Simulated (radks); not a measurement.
Values are calculated unless marked as measured or tabulated.
Species: Hg+. Configuration: [Xe] 4f14 5d10 6s1 (the NIST ground configuration). Level of theory: scalar-relativistic Kohn-Sham, Wu-Cohen GGA, spin-polarised, spherical densities, finite nucleus; open shells are filled with parallel spins first (spin-orbit coupling, left out, can overturn this in heavy ions); Fermi nuclear charge, rms radius 5.4648 fm (a radial shooting solver on a logarithmic mesh with Libxc functionals).

Local quantities along the radius. ELF = 1/(1 + alpha^2) is the electron localisation function; alpha = (tau - tau_W)/tau_unif compares the Pauli kinetic energy density with that of the uniform gas (summed over spins); s = |grad rho|/(2 (3 pi^2)^(1/3) rho^(4/3)) is the reduced gradient; 4 pi r^2 rho is in e/bohr; -r V(r) is the screened charge that the Kohn-Sham potential of spin up presents (atomic units). tau is taken from the large components.

r (bohr)	ELF	alpha	s	4 pi r^2 rho	-r V(r)
0.0009833	0.999	0.02261	0.9098	10.74	79.53
0.001145	0.999	0.02355	0.8445	13.39	79.45
0.001333	0.999	0.02474	0.7887	16.64	79.35
0.001551	0.999	0.02625	0.7415	20.56	79.23
0.001792	0.999	0.02804	0.7041	24.99	79.10
0.002086	0.999	0.03043	0.6715	30.50	78.95
0.002428	0.999	0.03349	0.6458	36.93	78.77
0.002827	0.999	0.03744	0.6262	44.32	78.56
0.003291	0.998	0.04262	0.6127	52.62	78.31
0.003801	0.998	0.04908	0.6052	61.22	78.05
0.004425	0.997	0.05824	0.6029	70.85	77.73
0.005151	0.995	0.07089	0.6064	80.67	77.36
0.005997	0.992	0.08879	0.6156	90.16	76.93
0.006925	0.987	0.1132	0.6297	98.25	76.48
0.008062	0.978	0.1511	0.6499	105.1	75.93
0.009386	0.958	0.2090	0.6746	109.6	75.31
0.01093	0.918	0.2992	0.7012	111.3	74.60
0.01272	0.838	0.4397	0.7237	110.0	73.80
0.01469	0.711	0.6381	0.7314	106.7	72.95
0.0171	0.541	0.9215	0.7086	102.3	71.94
0.01991	0.399	1.226	0.6371	99.01	70.81
0.02318	0.335	1.408	0.5186	99.25	69.54
0.02677	0.354	1.350	0.3966	104.4	68.20
0.03116	0.451	1.103	0.3069	115.2	66.66
0.03628	0.589	0.8357	0.2802	129.5	64.97
0.04223	0.698	0.6576	0.3059	143.0	63.10
0.04916	0.742	0.5899	0.3624	150.3	61.04
0.05678	0.714	0.6333	0.4252	148.3	58.92
0.0661	0.600	0.8172	0.4745	137.7	56.50
0.07695	0.437	1.136	0.4619	124.5	53.89
0.08958	0.349	1.367	0.3592	117.4	51.11
0.1035	0.398	1.231	0.2449	121.1	48.34
0.1204	0.555	0.8961	0.2102	132.6	45.31
0.1402	0.687	0.6746	0.2684	140.3	42.14
0.1632	0.709	0.6399	0.3744	133.2	38.85
0.19	0.587	0.8391	0.4780	111.3	35.49
0.2195	0.370	1.304	0.4815	88.66	32.26
0.2555	0.284	1.590	0.3042	77.49	28.82
0.2974	0.432	1.147	0.1590	82.32	25.50
0.3463	0.641	0.7481	0.1917	91.18	22.22
0.3999	0.717	0.6289	0.2994	89.92	19.25
0.4655	0.675	0.6937	0.4342	74.76	16.36
0.542	0.523	0.9550	0.5527	53.50	13.79
0.6309	0.352	1.358	0.5737	36.46	11.52
0.7345	0.328	1.431	0.4625	27.44	9.542
0.8483	0.465	1.074	0.3823	23.79	7.926
0.9875	0.620	0.7825	0.4116	20.96	6.434
1.15	0.659	0.7200	0.5067	17.17	5.159
1.338	0.604	0.8104	0.6240	12.73	4.126
1.546	0.509	0.9826	0.7426	8.864	3.374
1.799	0.408	1.204	0.8803	5.691	2.790
2.095	0.332	1.419	1.055	3.469	2.379
2.439	0.277	1.615	1.313	1.988	2.089
2.839	0.229	1.833	1.722	1.045	1.864
3.279	0.178	2.147	2.342	0.5101	1.643
3.817	0.120	2.713	3.399	0.2086	1.468
4.443	0.068	3.690	5.236	0.07257	1.444
5.173	0.031	5.575	8.770	0.02061	1.384
5.974	0.011	9.476	15.56	0.004946	1.274
6.955	0.003	19.85	31.40	0.0008183	1.165

On this mesh the ELF has minima near r = 0.023, 0.090, 0.26, 0.73 bohr, which separate the shells, and maxima near 0.049 (0.74), 0.16 (0.71), 0.40 (0.72), 1.1 (0.66).
